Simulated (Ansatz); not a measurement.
Cl₄SW, charge -1, doublet (typed; the unrestricted solution is spin-contaminated), at a GFN2-xTB geometry (such geometries of metal compounds can be far from the true shape) (the multiplicity is a formal guess) (core potentials on W) (a gas-phase anion, which may not be bound at this level); Ansatz (a first-principles code) with HF/def2-SVP.

Ansatz was given this input:
Ansatz 0.2 input:
```yaml
crystal:
  periodic: [false, false, false]
  atoms:
    - {symbol: W, position_ang: [0.00286310, -0.07759705, 0.04671073]}
    - {symbol: S, position_ang: [0.07189569, -1.94854917, 1.17295890]}
    - {symbol: Cl, position_ang: [-1.59022183, -0.31037545, -1.64810503]}
    - {symbol: Cl, position_ang: [1.55015711, 1.39622747, 0.99445985]}
    - {symbol: Cl, position_ang: [1.55126637, -0.22472173, -1.69837021]}
    - {symbol: Cl, position_ang: [-1.59133109, 1.31057375, 1.04472503]}
basis:
  gaussian:
    orbitals: def2-SVP
hamiltonian:
  xc: hf
total_charge: -1
magnetization: {spin_polarized: true, initial_magnetization: 1}
accuracy: high
```

The log (banner, timings and long lists left out):

```
Functional definition: HF
2518 factors; integrals over basis functions are off by at most 1.1e-8 eV
mean field evaluation 1: about -62619.6554 eV, gradient 3.8e1 eV
mean field evaluation 2: about -62619.6841 eV, gradient 3.8e1 eV
mean field evaluation 4: about -62627.3512 eV, gradient 3.8e0 eV
mean field evaluation 8: about -62627.5179 eV, gradient 3.4e-1 eV
mean field evaluation 16: about -62627.5383 eV, gradient 2.4e-8 eV
mean field evaluation 32: about -62624.4656 eV, gradient 1.8e0 eV
mean field evaluation 64: about -62627.3985 eV, gradient 9.0e-1 eV
mean field evaluation 96: about -62626.6128 eV, gradient 5.0e0 eV
mean field evaluation 128: about -62624.4736 eV, gradient 1.8e0 eV
mean field evaluation 160: about -62624.8860 eV, gradient 9.2e-1 eV
mean field evaluation 192: about -62622.1996 eV, gradient 1.3e1 eV
mean field evaluation 224: about -62623.7523 eV, gradient 3.3e0 eV
mean field evaluation 256: about -62627.5381 eV, gradient 4.1e-2 eV
mean field evaluation 288: about -62626.3777 eV, gradient 8.6e-1 eV
mean field evaluation 320: about -62625.2546 eV, gradient 1.9e-4 eV
mean field -62627.53830301 eV, -2301.5195821656 hartree, gradient 7.0e-8 eV, S^2 0.864386; 6 other end points of the search recorded, 0 dependent functions left out
reference -62627.53830301 eV, -2301.5195821656 hartree; 50, 49 occupied and 72, 73 virtual orbitals, 2518 factors
Total energy: -62627.53830301 eV, -2301.5195821656 hartree
```
